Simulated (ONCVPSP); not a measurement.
**Si: from the effect back to the setting (ONCV)**

Base potential:

```json
{"Element": "silicon (Si)", "Generator": "ONCVPSP 4.0.1", "Type": "optimised norm-conserving Vanderbilt (ONCV)", "Functional": "PBE", "Relativity": "scalar-relativistic", "Frozen core": "[Ne]", "Valence charge": "4", "Reference configuration": "3s2 3p2", "Partial waves": "3s: rc 2.00 bohr, ncon 5, nbas 8, qcut 3.2 1/bohr, 3 projectors, debl 3.7 Ha; 3p: rc 2.40 bohr, ncon 4, nbas 7, qcut 4.1 1/bohr, 2 projectors, debl 0.5 Ha; d scattering state at 0.06 Ha: rc 1.95 bohr, ncon 3, nbas 7, qcut 5.4 1/bohr, 2 projectors, debl 0.5 Ha", "Local potential": "polynomial inside 1.55 bohr (lpopt 5, dvloc0 2 Ha)", "Core correction": "Teter function fitted to the true core (icmod 2), fcfact 0.6"}
```

Cutoffs, loose and tight: the cutoffs (Ha) at which the residual kinetic energy of the hardest occupied pseudo-wave falls to 1 and 0.1 mHa per electron. They do not see the model core or the augmentation charge, which bear on the density cutoff. Test errors are all-electron minus pseudo excitation energies from the reference, over the configurations 3s2 3p1; 3s2 3p0; 3s1 3p0; 3s2 3p1.5; variants that change the core or the reference have their own tests.

Only the scale of all radii but the core radius (base = 1) is moved:

```
scale of all radii but the core radius (base = 1)  cutoff, loose  cutoff, tight  bound ghosts  largest test error (meV)
                                             0.78          14 Ha          52 Ha             s                       +85
                                              0.9          16 Ha          40 Ha          none                       +81
                                             0.99          17 Ha          37 Ha          none                       +67
                                             1.07          14 Ha          32 Ha          none                       +48
                                             1.27         5.9 Ha          22 Ha          none                       -18
```

Question: One more run gave cutoff, loose: 10 Ha; cutoff, tight: 26 Ha; bound ghosts: none; largest test error (meV): +12. Which value of the scale of all radii but the core radius (base = 1) was used?

Answer: 1.18. The tight cutoff moves one way along this sweep, from 52 Ha at 0.78 to 22 Ha at 1.27, which places the run between 1.07 and 1.27.
